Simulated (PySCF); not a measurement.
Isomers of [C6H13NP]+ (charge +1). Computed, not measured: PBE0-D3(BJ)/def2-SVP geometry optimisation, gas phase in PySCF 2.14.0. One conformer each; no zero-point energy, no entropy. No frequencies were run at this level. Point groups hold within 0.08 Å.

**Question.** Order them by energy at this level, lowest first, and give relative energies in kcal/mol.
A. `[CH3:1][NH:2][P+:3]1([CH3:4])[CH2:5][CH:6]=[CH:7][CH2:8]1` (charge +1) with C1–N2–P3–C4 -54°, N2–P3–C5–C6 -100°, P3–C5–C6–C7 -14°, C6–C7–C8–P3 14°, N2–P3–C8–C7 93°
B. `[CH3:1][CH2:2][P+:3]1([N:4]([CH3:5])[CH3:6])[CH:7]=[CH:8]1` (charge +1) with C1–C2–P3–N4 -172°, C2–P3–N4–C5 -30°
C. `[CH3:1][CH2:2][CH2:3][CH2:4][PH2+:5][CH2:6][C:7]#[N:8]` (charge +1) with C1–C2–C3–C4 175°, C2–C3–C4–P5 56°, C3–C4–P5–C6 166°, C4–P5–C6–C7 179°

**Answer.** A (0.0), C (40.2), B (52.8).

As drawn, the lowest has an N–H bond, which the highest lacks; the highest has a three-membered ring, which the lowest lacks.

| SMILES | E (Eh) | E rel (kcal/mol) | dipole about centre of mass (D) | point group | A, B, C (MHz) |
| --- | --- | --- | --- | --- | --- |
| CN[P+]1(C)CC=CC1 | -631.56908 | 0.0 | 1.23 | C1 | 2653, 1331, 1233 |
| CCCC[PH2+]CC#N | -631.50509 | 40.2 | 3.87 | C1 | 4965, 587.7, 542.5 |
| CC[P+]1(N(C)C)C=C1 | -631.48491 | 52.8 | 0.56 | C1 | 2570, 1404, 1003 |

**Question.** How do the relative energies change in single points at KT2/pcSseg-1 (no added dispersion term) on the same geometries?

**Answer.** 
```
            SMILES  PBE0-D3(BJ)/def2-SVP (kcal/mol)  KT2/pcSseg-1 (kcal/mol)  shift
  CN[P+]1(C)CC=CC1                              0.0                      0.0    0.0
    CCCC[PH2+]CC#N                             40.2                     41.6   +1.4
CC[P+]1(N(C)C)C=C1                             52.8                     51.4   -1.4
```

Each column counts from its own lowest isomer. The order is unchanged; the largest shift is 1.4 kcal/mol.
